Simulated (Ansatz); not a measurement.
Basis sets compared for the cluster Be3S2. Charge 0, multiplicity 1. Geometry r2SCAN-D4/def2-TZVP. Ansatz on 4 threads of Arm Neoverse V2 on a shared host; times are rough, and most runs start from earlier orbitals.

Cartesian coordinates in Å:
```
Be -1.143 -0.072 -0.932
Be 0.405 -0.561 0.570
Be 0.181 1.404 -0.422
S 1.516 0.994 0.869
S -0.959 -1.765 -0.085
```

The structure comes from a short search, and lower isomers may exist.

Binding counts from free atoms (Be singlet, S triplet) in the same basis, without a counterpoise term.

| level | functions | energy (Eh) | HOMO (eV) | LUMO (eV) | binding per atom (eV) | wall time |
| --- | --- | --- | --- | --- | --- | --- |
| PBE-D4/def2-SVP | 63 | -840.0172 | -5.77 | -3.38 | 3.16 | 0.45 s |
| PBE-D4/def2-TZVP | 131 | -840.3446 | -5.75 | -3.31 | 3.17 | 0.85 s |
| r2SCAN-D4/def2-TZVP | 131 | -840.6947 | -5.95 | -3.05 | 3.18 | 1.9 s |
| PBE0-D4/def2-SVP | 63 | -840.0984 | -6.82 | -2.65 | 3.09 | 0.7 s |
| PBE0-D4/def2-TZVP (with forces) | 131 | -840.4253 | -6.77 | -2.55 | 3.11 | 1.4 s |

Q: Estimate the rows for PBE-D4/def2-TZVPD, r2SCAN-D4/def2-TZVPD, PBE0-D4/def2-TZVPD.

A: 
```csv
level,functions,energy (Eh),HOMO (eV),LUMO (eV),binding per atom (eV),wall time
PBE-D4/def2-TZVPD,158,-840.3469,-5.80,-3.35,3.18,1.3 s
r2SCAN-D4/def2-TZVPD,158,-840.6961,-5.98,-3.08,3.18,2.5 s
PBE0-D4/def2-TZVPD,158,-840.4270,-6.81,-2.58,3.11,1.5 s
```
